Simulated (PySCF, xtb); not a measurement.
BBr2, SMILES Br[B]Br, multiplicity 2.

Coordinates come from a B3LYP-D3(BJ)/def2-TZVP optimisation. The isomer is the one that the SMILES or the coordinates give; other isomers of the formula were not compared.

Level of theory: IEF-PCM-M06-2X/def2-SVP (PySCF).

The values are the electrostatic part of the solvation free energy, E(continuum) − E(gas) at the gas-phase geometry, in a cavity of scaled van der Waals radii (PySCF's table); cavitation and dispersion terms are not included. The dipole moment in vacuum is 0.34 D.

Q: Estimate the values in water (ε = 78.36), dichloromethane (ε = 8.93), dimethylsulfoxide (ε = 46.83). (Estimate from the structure and the level; the computed values follow.)

A: 
```json
[
 {"solvent": "water", "ε": "78.36", "ΔG(elec) (kcal/mol)": "-0.5", "dipole (D)": "0.39"},
 {"solvent": "dichloromethane", "ε": "8.93", "ΔG(elec) (kcal/mol)": "-0.4", "dipole (D)": "0.38"},
 {"solvent": "dimethylsulfoxide", "ε": "46.83", "ΔG(elec) (kcal/mol)": "-0.5", "dipole (D)": "0.39"}
]
```

For comparison, GFN2-xTB/ALPB(water) (xtb, at the GFN2-xTB geometry, all terms of that model) gives -0.8 kcal/mol.
